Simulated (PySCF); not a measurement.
C₄H₉Cl, triplet, at the geometry of the source list (a higher spin typed on purpose: for a closed-shell molecule this is an excited state), with bond 14-4 at 1.6 times its length; PySCF with CAMB3LYP/STO-3G.

The PySCF input:
```python
from pyscf import gto, scf, dft

mol = gto.M(
    atom='''
C    -0.29870000    1.42610000   -0.00900000
C     0.03130000   -0.01950000    0.33420000
C     1.35980000   -0.44630000   -0.27350000
C    -1.09450000   -0.95900000   -0.07370000
Cl    0.19950000   -0.12440000    2.13160000
H    -0.40810000    1.53000000   -1.08640000
H    -1.22760000    1.72970000    0.46690000
H     0.49440000    2.08950000    0.32670000
H     2.16100000    0.20780000    0.06090000
H     1.60270000   -1.46570000    0.01550000
H     1.29810000   -0.39630000   -1.35850000
H    -1.22680000   -0.92380000   -1.15290000
H    -2.02740000   -0.66720000    0.40190000
H    -0.72538000   -2.59404000    0.39030000
''',
    basis='sto-3g',
    spin=2,
    verbose=4,
)

mf = dft.UKS(mol)
mf.xc = 'camb3lyp'
mf.level_shift = 0.1
mf.max_cycle = 100
mf.kernel()
mf.analyze()
```

Task: What does PySCF print? Leave out banner, timings and long lists.

Result: 
```
PySCF version 2.14.0

[INPUT] verbose = 4
[INPUT] num. atoms = 14
[INPUT] num. electrons = 50
[INPUT] charge = 0
[INPUT] spin (= nelec alpha-beta = 2S) = 2
[INPUT] symmetry False subgroup None
[INPUT] Mole.unit = angstrom
[INPUT] Symbol           X                Y                Z      unit          X                Y                Z       unit  Magmom
[...]
nuclear repulsion = 240.189270685865
number of shells = 26
number of NR pGTOs = 114
number of NR cGTOs = 38
basis = sto-3g
ecp = {}

******** <class 'pyscf.dft.uks.UKS'> ********
method = UKS
initial guess = minao
damping factor = 0
level_shift factor = 0.1
DIIS = <class 'pyscf.scf.diis.CDIIS'>
diis_start_cycle = 1
diis_space = 8
diis_damp = 0
SCF conv_tol = 1e-09
SCF conv_tol_grad = None
SCF max_cycles = 100
direct_scf = True
direct_scf_tol = 1e-13
number electrons alpha = 26  beta = 24
XC library pyscf.dft.libxc version 7.1.2
    S. Lehtola, C. Steigemann, M. J. T. Oliveira, and M. A. L. Marques,  SoftwareX 7, 1–5 (2018)
XC functionals = camb3lyp
    T. Yanai, D. P. Tew, and N. C. Handy,  Chem. Phys. Lett. 393, 51 (2004)
radial grids:
    Treutler-Ahlrichs [JCP 102, 346 (1995); DOI:10.1063/1.469408] (M4) radial grids

becke partition: Becke, JCP 88, 2547 (1988); DOI:10.1063/1.454033
pruning grids: <function nwchem_prune>
grids dens level: 3
symmetrized grids: False
atomic radii adjust function: <function treutler_atomic_radii_adjust>
small_rho_cutoff = 0
Set gradient conv threshold to 3.16228e-05
tot grids = 163624
init E= -610.899082686281

cycle= 1 E= -610.66489443186  delta_E= 0.234  |g|= 0.265  |ddm|= 3.19
cycle= 2 E= -610.732836521935  delta_E= -0.0679  |g|= 0.176  |ddm|= 0.692
cycle= 3 E= -610.755530692772  delta_E= -0.0227  |g|= 0.0358  |ddm|= 0.266
cycle= 4 E= -610.75909189829  delta_E= -0.00356  |g|= 0.0154  |ddm|= 0.146
cycle= 5 E= -610.759969205241  delta_E= -0.000877  |g|= 0.00638  |ddm|= 0.0852
cycle= 6 E= -610.760116895374  delta_E= -0.000148  |g|= 0.00234  |ddm|= 0.0373
cycle= 7 E= -610.760139108057  delta_E= -2.22e-05  |g|= 0.000876  |ddm|= 0.0147
cycle= 8 E= -610.760142508891  delta_E= -3.4e-06  |g|= 0.000382  |ddm|= 0.00541
cycle= 9 E= -610.760143139569  delta_E= -6.31e-07  |g|= 0.000145  |ddm|= 0.00216
cycle= 10 E= -610.760143239542  delta_E= -1e-07  |g|= 4.74e-05  |ddm|= 0.000835
cycle= 11 E= -610.760143251115  delta_E= -1.16e-08  |g|= 1.83e-05  |ddm|= 0.000272
cycle= 12 E= -610.760143252768  delta_E= -1.65e-09  |g|= 7.23e-06  |ddm|= 0.000105
cycle= 13 E= -610.760143253007  delta_E= -2.39e-10  |g|= 2.92e-06  |ddm|= 4.02e-05
Extra cycle  E= -610.760143253037  delta_E= -2.99e-11  |g|= 1.38e-06  |ddm|= 1.32e-05
converged SCF energy = -610.760143253037  <S^2> = 2.0026308  2S+1 = 3.0017534
**** SCF Summaries ****
Total Energy =                        -610.760143253036858
Nuclear Repulsion Energy =             240.189270685864699
One-electron Energy =                -1315.990177461474559
Two-electron Energy =                  465.040763522573002
Two-electron Coulomb Energy =          518.260885225675793
DFT Exchange-Correlation Energy =      -53.220121703102777
**** MO energy ****
                             alpha | beta                alpha | beta
[...]
To work with the spin densities directly, `use mulliken_meta_spin()` only printing them here.

 ** Mulliken spin pop alpha/beta on meta-lowdin orthogonal AOs **
 ** Mulliken Spin Density (per AO)  **
spin_pop of  0 C 1s        0.00000
spin_pop of  0 C 2s        0.00810
spin_pop of  0 C 2px       0.00059
spin_pop of  0 C 2py       0.02675
spin_pop of  0 C 2pz       0.00217
spin_pop of  1 C 1s        0.00000
spin_pop of  1 C 2s       -0.00730
spin_pop of  1 C 2px      -0.01204
spin_pop of  1 C 2py      -0.00943
spin_pop of  1 C 2pz      -0.00185
spin_pop of  2 C 1s        0.00000
spin_pop of  2 C 2s        0.00181
spin_pop of  2 C 2px       0.00504
spin_pop of  2 C 2py       0.00192
spin_pop of  2 C 2pz       0.00218
spin_pop of  3 C 1s        0.00000
spin_pop of  3 C 2s        0.13623
spin_pop of  3 C 2px       0.07604
spin_pop of  3 C 2py       0.71882
spin_pop of  3 C 2pz       0.08874
spin_pop of  4 Cl 1s        0.00000
spin_pop of  4 Cl 2s        0.00000
spin_pop of  4 Cl 3s        0.00010
spin_pop of  4 Cl 2px       0.00000
spin_pop of  4 Cl 2py       0.00000
spin_pop of  4 Cl 2pz       0.00000
spin_pop of  4 Cl 3px       0.00074
spin_pop of  4 Cl 3py       0.00073
spin_pop of  4 Cl 3pz       0.01189
spin_pop of  5 H 1s       -0.00134
spin_pop of  6 H 1s       -0.00152
spin_pop of  7 H 1s        0.00618
spin_pop of  8 H 1s       -0.00088
spin_pop of  9 H 1s       -0.00133
spin_pop of  10 H 1s       -0.00050
spin_pop of  11 H 1s       -0.02041
spin_pop of  12 H 1s       -0.01864
spin_pop of  13 H 1s        0.98720
 ** Mulliken Spin Density (per atom)  **
spin density of  0 C =      0.03762
spin density of  1 C =     -0.03061
spin density of  2 C =      0.01094
spin density of  3 C =      1.01983
spin density of  4 Cl =      0.01346
spin density of  5 H =     -0.00134
spin density of  6 H =     -0.00152
spin density of  7 H =      0.00618
spin density of  8 H =     -0.00088
spin density of  9 H =     -0.00133
spin density of  10 H =     -0.00050
spin density of  11 H =     -0.02041
spin density of  12 H =     -0.01864
spin density of  13 H =      0.98720
 ** Mulliken pop alpha/beta on meta-lowdin orthogonal AOs **
 ** Mulliken pop       alpha | beta **
[...]
In total            26.00000 | 24.00000
 ** Mulliken atomic charges   ( Nelec_alpha | Nelec_beta ) **
charge of  0C =     -0.14541  (     3.09151      3.05389 )
charge of  1C =      0.07988  (     2.94475      2.97537 )
charge of  2C =     -0.14726  (     3.07910      3.06816 )
charge of  3C =     -0.06319  (     3.54151      2.52168 )
charge of  4Cl =     -0.16219  (     8.58782      8.57437 )
charge of  5H =      0.05596  (     0.47135      0.47269 )
charge of  6H =      0.06010  (     0.46919      0.47071 )
charge of  7H =      0.06262  (     0.47178      0.46560 )
charge of  8H =      0.05855  (     0.47029      0.47117 )
charge of  9H =      0.06102  (     0.46883      0.47016 )
charge of  10H =      0.05453  (     0.47248      0.47298 )
charge of  11H =      0.04409  (     0.46775      0.48816 )
charge of  12H =      0.04841  (     0.46648      0.48511 )
charge of  13H =     -0.00711  (     0.99715      0.00995 )
Dipole moment(X, Y, Z, Debye): -0.28395,  0.76433, -2.58332
```
